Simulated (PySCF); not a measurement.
**Energy of Se²⁺ (selenium, charge +2) between two integer charges**

The 4p alpha orbital of [Ar] 3d10 4s2 4p2 is emptied in steps (occupation f), with all orbitals relaxed, ending at [Ar] 3d10 4s2 4p1. All numbers are calculated (PySCF 2.14, the spin-free X2C one-electron Hamiltonian (Gaussian nucleus), in jorge-DZP-DKH (8s6p2d1f, 43 functions)). The exact energy is a straight line in f; departures are measured from the line between the end points of the same method.

Among UHF, LDA, PBE, PBE0, r2SCAN, LC-wPBE, BHandHLYP, wB97X, TPSS, MN15, which shows the largest delocalisation error (convex curve), and which is closest to linear?

Most convex: LDA (-1.349 eV at f = 0.5); closest to linear: UHF (0.093 eV).

```tsv
f	UHF (eV)	LDA (eV)	PBE (eV)	PBE0 (eV)	r2SCAN (eV)	LC-wPBE (eV)	BHandHLYP (eV)	wB97X (eV)	TPSS (eV)	MN15 (eV)
1	0.000	0.000	0.000	0.000	0.000	0.000	0.000	0.000	0.000	0.000
0.75	0.071	-1.010	-0.983	-0.717	-0.924	-0.185	-0.474	-0.246	-0.957	-0.588
0.5	0.093	-1.349	-1.309	-0.952	-1.217	-0.242	-0.631	-0.329	-1.272	-0.773
0.25	0.069	-1.012	-0.978	-0.710	-0.897	-0.177	-0.472	-0.250	-0.948	-0.569
0	0.000	0.000	0.000	0.000	0.000	0.000	0.000	0.000	0.000	0.000
```

```csv
method,E(f=0) − E(f=1) (eV),−ε at f=1 (eV),−ε at f=0.5 (eV)
UHF,30.850,31.233,30.845
LDA,31.602,26.230,31.597
PBE,31.408,26.166,31.420
PBE0,31.468,27.632,31.487
r2SCAN,31.646,26.682,31.716
LC-wPBE,31.549,30.548,31.570
BHandHLYP,31.379,28.847,31.384
wB97X,31.225,29.918,31.214
TPSS,31.428,26.321,31.450
MN15,31.603,28.434,31.652
```

Reference removal energy between the ground levels: 31.697 ± 0.019 eV (measured; NIST Atomic Spectra Database, ionization energies). The calculation has no spin-orbit coupling. UHF lacks correlation.
